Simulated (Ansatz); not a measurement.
A ladder of methods for BH2Br− (SMILES [BH2-]Br)

BH2Br−: 4 atoms, total charge -1, spin state doublet. SMILES: `[BH2-]Br`. The shape is that of a GFN2-xTB optimisation.

| atom | x (Å) | y (Å) | z (Å) |
| --- | --- | --- | --- |
| B | -0.3806 | 0.1488 | 0.0018 |
| Br | 1.5401 | 0.5809 | 0.6615 |
| H | -0.7702 | -0.8617 | 0.5475 |
| H | -0.3893 | 0.1320 | -1.2108 |

Each level gives the energy change with the B1–H3 bond stretched from 1.213 to 3.032 Å (eV). The values are calculated.

```json
{"level": "U-r2SCAN/STO-3G", "kind": "meta-GGA", "program": "Ansatz", "value (eV)": "5.50", "less FCI/STO-3G": "-0.15"}
{"level": "U-r2SCAN0/STO-3G", "kind": "hybrid meta-GGA", "program": "Ansatz", "value (eV)": "5.79", "less FCI/STO-3G": "+0.14"}
{"level": "U-wB97M-V/STO-3G", "kind": "range-separated hybrid", "program": "Ansatz", "value (eV)": "5.99", "less FCI/STO-3G": "+0.34"}
{"level": "U-wB97X/STO-3G", "kind": "range-separated hybrid", "program": "Ansatz", "value (eV)": "6.12", "less FCI/STO-3G": "+0.47"}
{"level": "UHSE06/STO-3G", "kind": "range-separated hybrid", "program": "Ansatz", "value (eV)": "5.80", "less FCI/STO-3G": "+0.15"}
{"level": "UMP2/STO-3G", "kind": "perturbation theory", "program": "Ansatz", "value (eV)": "5.62", "less FCI/STO-3G": "-0.03"}
{"level": "UBCCD(T)/STO-3G", "kind": "coupled cluster or CI", "program": "Ansatz", "value (eV)": "5.68", "less FCI/STO-3G": "+0.03"}
{"level": "UCCSD/STO-3G", "kind": "coupled cluster or CI", "program": "Ansatz", "value (eV)": "5.69", "less FCI/STO-3G": "+0.04"}
{"level": "FCI/STO-3G", "kind": "exact in the basis", "program": "Ansatz", "value (eV)": "5.65", "less FCI/STO-3G": "0.00"}
```

FCI/STO-3G is exact within its basis and frozen core, so for wave-function methods in that basis the difference is their error; functionals converge differently with the basis, so for them it is only a difference. All-electron rows without a relativistic Hamiltonian named are non-relativistic. Sets without diffuse functions describe the anion poorly. The first shape isn't each level's own minimum. The values span 5.50 to 6.12 eV. Spin contamination of the reference (⟨S²⟩ at least 0.1 too high) touches U-r2SCAN/STO-3G, U-r2SCAN0/STO-3G, U-wB97M-V/STO-3G, U-wB97X/STO-3G, UHSE06/STO-3G, UMP2/STO-3G, UBCCD(T)/STO-3G, UCCSD/STO-3G. All rows use very small basis sets, so none should be taken for the real molecule's value. In the correlated wave-function rows the outer d shell of Br is correlated, in sets not made for it.
